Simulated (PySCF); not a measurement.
# Core-level binding energies of Cu(PH3)H

Species: Cu(PH3)H (singlet state).
Structure used (PBE0-D3(BJ)/def2-SVP), in Å, numbered top down from 1:
```
atom  x, y, z in Å
Cu1    0.0014    0.0101   -1.5829
P2     0.0009   -0.0016    0.6430
H3     0.8007   -0.9437    1.3431
H4    -1.2118   -0.2329    1.3451
H5     0.4099    1.1545    1.3597
H6    -0.0011    0.0135   -3.1080
```

Computed, not measured: delta-SCF UKS SCAN, pcX-2 on the ionised atom (unc-x2c-TZVPall on a metal), pcseg-1 elsewhere, spin-free X2C (PySCF 2.14.0). Each binding energy is the total energy of the core-ionised species, with the hole localised on one atom, minus that of the ground state; both are solved self-consistently, so orbital relaxation is included.

What binding energy does each computed site have?

```json
{"atom(s)": "Cu1", "environment": "copper bonded to P and H", "level": "Cu 2p3/2", "binding energy (eV)": "937.93", "2p1/2 (eV)": "958.59", "count": "1"}
{"atom(s)": "P2", "environment": "phosphorus bonded to Cu and 3 H", "level": "P 2p3/2", "binding energy (eV)": "138.11", "2p1/2 (eV)": "139.00", "count": "1"}
{"atom(s)": "P2", "environment": "phosphorus bonded to Cu and 3 H", "level": "P 1s", "binding energy (eV)": "2151.75", "2p1/2 (eV)": "–", "count": "1"}
```

Which photon energy gives electrons from P 2p3/2 of P2 a kinetic energy of 20 eV, and what is their de Broglie wavelength?

hν = 138.11 + 20 = 158.11 eV, recoil neglected; λ = 12.264 Å/√(E/eV) = 2.74 Å.

The 2p values add to the ΔSCF energy of one spin-free hole a correction within the shell (spin–orbit coupling, ligand field). 2p1/2 minus 2p3/2 (ligand field included): Cu 20.65 eV, P 0.89 eV. Satellites of the metal's 2p lines aren't described. Geometry: PBE0-D3(BJ)/def2-SVP; no solvent, vibrations or thermal averaging. Metal 2p energies of this one-determinant scheme are less reliable than its 1s energies.
